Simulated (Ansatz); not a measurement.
`CBOCC` and `CCO[SiH3]` differ in one atom or group.

Ansatz, PBE0-D4/def2-TZVP geometries, multiplicity 1. Each molecule was computed in one conformer, which needn't be the lowest.

```csv
property,`CBOCC`
HOMO energy (PBE0/def2-TZVPP) / eV,-8.31
"ideal-gas entropy at 298 K and 1 bar (rigid rotor, harmonic PBE0-D4/def2-TZVP) / J/(mol·K)",342
LUMO energy (ωB97M-V/def2-TZVPP) / eV,2.07
HOMO–LUMO gap (PBE0/def2-TZVPP) / eV,8.57
HOMO energy (B3LYP/def2-TZVPP) / eV,-8.11
size of the dipole moment (PBE/def2-TZVPP) / D,1.12
```

(1) What does the change do to each property? (An estimate is asked.)

## Answers

(1) Ansatz gave: 
```
                                                                                  property  `CCO[SiH3]`  shift
                                                        HOMO energy (PBE0/def2-TZVPP) / eV        -8.10   0.21
ideal-gas entropy at 298 K and 1 bar (rigid rotor, harmonic PBE0-D4/def2-TZVP) / J/(mol·K)          330    -12
                                                     LUMO energy (ωB97M-V/def2-TZVPP) / eV         2.00  -0.07
                                                      HOMO–LUMO gap (PBE0/def2-TZVPP) / eV         8.46  -0.11
                                                       HOMO energy (B3LYP/def2-TZVPP) / eV        -7.88   0.23
                                            size of the dipole moment (PBE/def2-TZVPP) / D         1.07  -0.05
```

With PBE0 the HOMO rises by 0.21 eV and the LUMO rises by 0.10 eV, so the gap narrows by about 0.11 eV. PBE moves the HOMO by 0.26 eV and ωB97M-V by 0.20 eV. The zero-point energy changes by -65.6 kJ/mol with -6 modes. Dipoles are sizes alone; their direction can turn. Modes under 60 cm⁻¹, often nearly free rotors, make the harmonic entropy too high.

B3LYP here is the variant with VWN-RPA as its local correlation; programs differ in this.
